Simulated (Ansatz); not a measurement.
`C[SiH](N)Br` + H₂ → `C[SiH2]N` + HBr at 400 K and 1 bar (hydrogenolysis of the Si–Br bond).

Computed with Ansatz on PBE0-D4/def2-TZVP structures; ΔE is electronic, products minus reactants. CBS: MP2 limit from def2 TZ/QZ plus the TZ coupled-cluster correction, frozen cores. This one scheme is used for every species. For Br outer-core shells are correlated without core-valence functions, which leaves a few kJ/mol of doubt a bond. Scalar relativity is left out up to krypton. Each species was taken in one conformer, which may not be the lowest.

```tsv
species	CCSD(T)/CBS energy (Eh)	H − E (kJ/mol)	S (J/(mol·K))
`C[SiH](N)Br`	-2958.86440	224.2	376.2
H₂	-1.17544	38.0	139.0
`C[SiH2]N`	-386.08232	236.0	334.0
HBr	-2573.91920	27.6	207.2
```

H − E and S are ideal-gas, rigid-rotor, harmonic terms from PBE0-D4/def2-TZVP, for one conformer and one mirror image of each species. The MP2-based limit puts H₂ 0.8 mEh under its directly extrapolated value; such offsets cancel only in part. 1 Eh = 2625.50 kJ/mol, R = 8.31446 J/(mol·K).

By hand: ΔE, ΔH, ΔS and ΔG.

ΔE = (-386.08232) + (-2573.91920) − (-2958.86440) − (-1.17544) = 0.03832 Eh = 100.6 kJ/mol. Δ(H − E) = 236.0 + 27.6 − 224.2 − 38.0 = 1.4, so ΔH = 102.0 kJ/mol. ΔS = 334.0 + 207.2 − 376.2 − 139.0 = 26.0 J/(mol·K). ΔG = 102.0 − 400 × (26.0)/1000 = 91.6 kJ/mol.

By hand: the equilibrium constant, and the temperature at which ΔG would vanish if ΔH and ΔS stayed fixed.

log₁₀ K = −ΔG/(RT ln 10) = -12.0. ΔG = 0 at ΔH/ΔS = 3923 K, far beyond where these terms or the molecules hold.

ΔH outweighs TΔS. A doubt of 5 kJ/mol in ΔE shifts log₁₀ K by 0.7 here. Other conformers and mirror images would add mixing entropy, several J/(mol·K) or more a flexible species. These are equilibria of isolated gas molecules and say nothing of rates. Largest T1 diagnostic: 0.009 (customary marks: 0.02 for closed shells, 0.045 for open ones).
